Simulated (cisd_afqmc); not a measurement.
Input (AFQMC/CISD/def2-SVP; cisd_afqmc is a phaseless AFQMC code with CISD trial states that reads the integrals written by Ansatz):

Ansatz 0.2 input:
```python
import cisd_afqmc

open("ham.yaml", "w").write("""\
crystal:
  periodic: [false, false, false]
  atoms:
    - {symbol: Sn, position_ang: [-0.51102541, -0.16640132, -0.02016555]}
    - {symbol: S, position_ang: [1.78618785, 0.58412844, 0.06565843]}
    - {symbol: H, position_ang: [-0.72649182, -1.20068495, -1.36426519]}
    - {symbol: H, position_ang: [-1.55233717, 1.18539523, -0.12546588]}
    - {symbol: H, position_ang: [-0.74890599, -1.01069951, 1.44747379]}
basis:
  gaussian:
    orbitals: def2-SVP
magnetization: {spin_polarized: true, initial_magnetization: 1}
correlation: {method: ccsd, electrons: outside_noble_gas, hamiltonian_folder: ham}
""")
rep = cisd_afqmc.ansatz("ham.yaml")
e_ccsd = rep["correlation"]["coupled_cluster"]["energy"]["hartree"]
out = cisd_afqmc.run("ham", e_ccsd, trial="CISD", walkers=200, populations=8, threads=8, dt=0.005, steps=40, early=36, settle=10, least=32,
    cut=5e-5, rank_cut=2e-4, target=0.0004, seconds=1500, seed=1, memory=17280, gpu=False)
```

Output:

```
orbitals 45, occupied [7, 6], factors 254 of 653, rank of the doubles 200 of 500
E(HF) = -612.472250
E(CCSD) on the cut factors = -612.702148, shift to the whole factors -0.000013
Energy of the trial state on the determinant = -612.702044
  tau behind 10.8 of longer steps, mean of the populations' last blocks
   2.0  -612.70826
   4.0  -612.70803
   6.0  -612.70743
   8.0  -612.70828
blocks 326 (1 outliers left out), error by blocks joined: 1: 0.00008, 2: 0.00010, 4: 0.00013, 8: 0.00014, 16: 0.00014
E(AFQMC/CISD) = -612.70782 +/- 0.00014
```
